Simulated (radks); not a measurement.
Initial-state core-level shifts of the gold ion Au+ when its valence configuration changes from [Xe] 4f14 5d10. All-electron calculation, scalar-relativistic Kohn-Sham, r2SCAN, spin-polarised, spherical densities, finite nucleus; open shells are filled with parallel spins first (spin-orbit coupling, left out, can overturn this in heavy ions); meta-GGA in the generalised Kohn-Sham scheme; Fermi nuclear charge, rms radius 5.4371 fm. Program: a radial shooting solver on a logarithmic mesh with Libxc functionals. Shifts are changes of the shell-averaged eigenvalues in eV (positive: less bound); the change of the density at the nucleus, which sets a Mossbauer isomer shift, is in e/bohr^3, on a base of 2.301e+06.

| valence | 2p | 3p | 5s | 5p | density at nucleus |
|---|---|---|---|---|---|
| 4f14 5d9 6s1 | -3.596 | -3.566 | -3.378 | -3.149 | +188.9 |
| 4f13 5d10 6s1 | -17.136 | -19.126 | -7.616 | -6.248 | +332.5 |
| 4f14 5d8 6s1 6p1 | -9.052 | -8.992 | -8.571 | -8.079 | +217.6 |
| 4f14 5d9.5 6p0.5 | -2.713 | -2.707 | -2.639 | -2.538 | +5.1 |
| 4f13 5d10 6p1 | -18.984 | -20.988 | -9.514 | -8.157 | +153.3 |
| 4f13.5 5d10 6s0.5 | -8.438 | -9.422 | -3.765 | -3.084 | +160.7 |
| 4f14 5d9 6p1 | -5.391 | -5.376 | -5.219 | -5.001 | +10.8 |
| 4f14 5d8 6p2 | -10.741 | -10.694 | -10.286 | -9.794 | +25.2 |
| 4f14 5d9.5 6s0.5 | -1.786 | -1.773 | -1.686 | -1.577 | +90.1 |
